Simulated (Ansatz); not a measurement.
Ansatz (a quantum-chemistry and plane-wave program) input:
A basis named .json is the Basis Set Exchange file of that set.

Ansatz 0.2 input:
```yaml
crystal:
  periodic: [false, false, false]
  atoms:
    - {symbol: Si, position_ang: [0.00979753, -0.01619601, -0.06718725]}
    - {symbol: O, position_ang: [-0.81622945, -1.24056916, -0.73562145]}
    - {symbol: O, position_ang: [1.64996800, -0.06905658, -0.04982133]}
    - {symbol: N, position_ang: [-0.50975164, 1.44961774, -0.74579920]}
    - {symbol: N, position_ang: [-0.38979829, -0.28436876, 1.59262638]}
    - {symbol: H, position_ang: [2.10222454, -0.14537880, -0.89288046]}
    - {symbol: H, position_ang: [0.01551723, 2.30620861, -0.70240798]}
    - {symbol: H, position_ang: [-1.42444543, 1.56074481, -1.14874553]}
    - {symbol: H, position_ang: [-1.34964712, -0.23357815, 1.89877355]}
    - {symbol: H, position_ang: [0.14612652, -0.94098940, 2.14163412]}
basis:
  gaussian:
    orbitals: cc-pV_D+d_Z.json
magnetization: {spin_polarized: true, initial_magnetization: 1}
correlation: {method: ccsd_t, electrons: outside_noble_gas}
```

Q: What final total energy does it print?

A: -551.42047 Eh (CCSD(T)/cc-pV(D+d)Z). The basis has 104 functions.

It need not be the lowest isomer of its formula.
